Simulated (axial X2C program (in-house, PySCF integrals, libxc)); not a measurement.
# Curves of SmBr⁺ from open-shell CI on f5 s1

Computed with an in-house all-electron X2C program for linear molecules (integrals from PySCF): two-component X2C with atomic mean-field Coulomb and Gaunt terms, basis Sm dyall-v3z, Br dyall-v3z (cores contracted in-house). Orbitals come from Hartree–Fock averaged over the configuration Sm f5 s1; CI then distributes these electrons over the f, s shells of Sm.

Scan along the bond; masses Sm 151.920 u, Br 78.918 u. Energies in cm⁻¹ from the lowest point; levels are followed by energy order within each Ω. Lowest level at 2.569 Å: 100% f5 s1.

```json
{"R (Å)": "2.389", "(1)Ω=0": "2450", "(1)Ω=1": "2553", "(1)Ω=2": "2878", "(2)Ω=0": "3229", "(2)Ω=1": "3318", "(1)Ω=3": "3520", "(2)Ω=2": "3516", "(3)Ω=0": "4144", "(3)Ω=1": "4190"}
{"R (Å)": "2.479", "(1)Ω=0": "597", "(1)Ω=1": "706", "(1)Ω=2": "1046", "(2)Ω=0": "1399", "(2)Ω=1": "1492", "(1)Ω=3": "1696", "(2)Ω=2": "1697", "(3)Ω=0": "2323", "(3)Ω=1": "2370"}
{"R (Å)": "2.569", "(1)Ω=0": "0", "(1)Ω=1": "113", "(1)Ω=2": "462", "(2)Ω=0": "821", "(2)Ω=1": "918", "(1)Ω=3": "1118", "(2)Ω=2": "1123", "(3)Ω=0": "1754", "(3)Ω=1": "1801"}
{"R (Å)": "2.672", "(1)Ω=0": "419", "(1)Ω=1": "535", "(1)Ω=2": "891", "(2)Ω=0": "1261", "(2)Ω=1": "1361", "(1)Ω=3": "1554", "(2)Ω=2": "1564", "(3)Ω=0": "2206", "(3)Ω=1": "2253"}
{"R (Å)": "2.775", "(1)Ω=0": "1643", "(1)Ω=1": "1762", "(1)Ω=2": "2124", "(2)Ω=0": "2509", "(2)Ω=1": "2612", "(1)Ω=3": "2793", "(2)Ω=2": "2810", "(3)Ω=0": "3468", "(3)Ω=1": "3515"}
{"R (Å)": "2.890", "(1)Ω=0": "3611", "(1)Ω=1": "3734", "(1)Ω=2": "4105", "(2)Ω=0": "4516", "(2)Ω=1": "4623", "(1)Ω=3": "4781", "(2)Ω=2": "4812", "(3)Ω=0": "5497", "(3)Ω=1": "5543"}
{"R (Å)": "3.031", "(1)Ω=0": "6489", "(1)Ω=1": "6618", "(1)Ω=2": "7005", "(2)Ω=0": "7469", "(2)Ω=1": "7582", "(1)Ω=3": "7696", "(2)Ω=2": "7766", "(3)Ω=0": "8494", "(3)Ω=1": "8539"}
```

Fit the curves (1)Ω=0, (1)Ω=1, (1)Ω=2, (2)Ω=0, (2)Ω=1, (1)Ω=3, (2)Ω=2, (3)Ω=0, (3)Ω=1 near their minima.

From the open-shell CI curves, Te from the lowest:

```json
{"level": "(1)Ω=0", "Te (cm⁻¹)": "0", "Re (Å)": "2.578", "ωe (cm⁻¹)": "264.7"}
{"level": "(1)Ω=1", "Te (cm⁻¹)": "114", "Re (Å)": "2.578", "ωe (cm⁻¹)": "264.7"}
{"level": "(1)Ω=2", "Te (cm⁻¹)": "463", "Re (Å)": "2.577", "ωe (cm⁻¹)": "264.7"}
{"level": "(2)Ω=0", "Te (cm⁻¹)": "822", "Re (Å)": "2.576", "ωe (cm⁻¹)": "265.6"}
{"level": "(2)Ω=1", "Te (cm⁻¹)": "920", "Re (Å)": "2.576", "ωe (cm⁻¹)": "265.6"}
{"level": "(1)Ω=3", "Te (cm⁻¹)": "1120", "Re (Å)": "2.577", "ωe (cm⁻¹)": "264.9"}
{"level": "(2)Ω=2", "Te (cm⁻¹)": "1125", "Re (Å)": "2.576", "ωe (cm⁻¹)": "265.0"}
{"level": "(3)Ω=0", "Te (cm⁻¹)": "1756", "Re (Å)": "2.575", "ωe (cm⁻¹)": "266.2"}
{"level": "(3)Ω=1", "Te (cm⁻¹)": "1803", "Re (Å)": "2.575", "ωe (cm⁻¹)": "266.1"}
```

Without dynamic correlation distances can be off by several hundredths of an Å (long for ionic bonds, short for multiple bonds) and the wavenumbers are rough.

The 9 lowest curves are shown; the next is (3)Ω=2, from 1882 cm⁻¹.

Dynamic correlation is missing, so gaps between terms are too wide and other configurations may lie lower; the lowest level listed is that of this model, not necessarily the ground state. At most 4 roots were kept for each Ω > 0 (twice that for Ω = 0) within 2.2 eV of the lowest, so higher up levels can be missing between those listed; levels with Ω > 0 are doubly degenerate and listed once, Ω = 0 levels singly.
